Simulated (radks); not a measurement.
The numbers below are computed, except where a source is named.
Polarisability of the zinc ion Zn2+, [Ar] 3d10, at imaginary frequency. Code: a radial shooting solver on a logarithmic mesh with Libxc functionals. Model: scalar-relativistic Kohn-Sham, exchange-only LDA, spin-polarised, spherical densities, finite nucleus; Fermi nuclear charge, rms radius 3.9283 fm. Response by self-consistent Sternheimer equations with the Hartree and adiabatic exchange-only LDA kernel, the relativistic mass of each level held fixed and spin-orbit coupling left out.

w (hartree)  alpha1(iw) (bohr^3)  alpha2(iw) (bohr^5)
0.00266                    3.143                11.30
0.0143                     3.142                11.28
0.0360                     3.136                11.19
0.0697                     3.118                10.91
0.118                      3.075                10.28
0.186                      2.983                9.207
0.280                      2.814                7.813
0.413                      2.547                6.374
0.605                      2.186                5.080
0.892                      1.766                3.931
1.35                       1.327                2.864
2.12                      0.8987                1.873
3.59                      0.5145                1.024
6.94                      0.2190               0.4093
17.5                     0.05160              0.08649

Static values: alpha1 = 3.143 bohr^3 (0.4657 angstrom^3; uncoupled 4.061), alpha2 = 11.30 bohr^5, alpha3 = 42.32 bohr^7. C6 = 8.552, C8 = 108.7, triple-dipole C9 = 17.62 atomic units. One-pole (London) frequency 4 C6 / (3 alpha1^2) = 1.154 hartree, against 1.087 for minus the highest occupied eigenvalue.
